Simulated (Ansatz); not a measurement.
Reaction (formal hydrolysis of the In–O bond): `[F][In]([SH])[O][SiH3]` + H₂O → `[OH][In]([F])[SH]` + `O[SiH3]`

Computed with Ansatz on PBE0-D4/def2-TZVP structures; ΔE is electronic, products minus reactants. CBS: MP2 limit from def2 TZ/QZ plus the TZ coupled-cluster correction, frozen cores. This one scheme is used for every species. DFT in def2-TZVPP. B3LYP here is the variant with VWN-RPA as its local correlation; programs differ in this. def2 core potentials past Kr. For In outer-core shells are correlated without core-valence functions, which leaves a few kJ/mol of doubt a bond. One conformer a species, not always the lowest.

```
             level  ΔE (kJ/mol)  difference from CCSD(T)/CBS
            PBE-D4          7.1                        -11.5
         r2SCAN-D4         10.3                         -8.3
           PBE0-D4         12.1                         -6.5
          B3LYP-D4         12.4                         -6.2
           ωB97X-V         12.4                         -6.2
           ωB97M-V         12.3                         -6.3
               PBE          4.0                        -14.6
            r2SCAN          9.3                         -9.3
             B3LYP          7.4                        -11.2
     HF/def2-TZVPP         18.7                          0.1
    MP2/def2-TZVPP         17.0                         -1.6
CCSD(T)/def2-TZVPP         17.2                         -1.4
     HF/def2-QZVPP         20.1                          1.5
    MP2/def2-QZVPP         18.3                         -0.3
      HF/CBS(def2)         20.3                          1.7
    CCSD/CBS(def2)         18.9                          0.3
       CCSD(T)/CBS         18.6                            0
```

Largest T1 diagnostic among the species: 0.016.

From PBE to PBE0 (25 % exact exchange), in def2-TZVPP and without D4, ΔE moves by +5.1 kJ/mol. The D4 term adds +5.0 kJ/mol with B3LYP and +3.0 kJ/mol with PBE0; it sums over pairs of atoms, weighted by their polarisabilities, and B3LYP, whose exchange is more repulsive, gets the larger term.
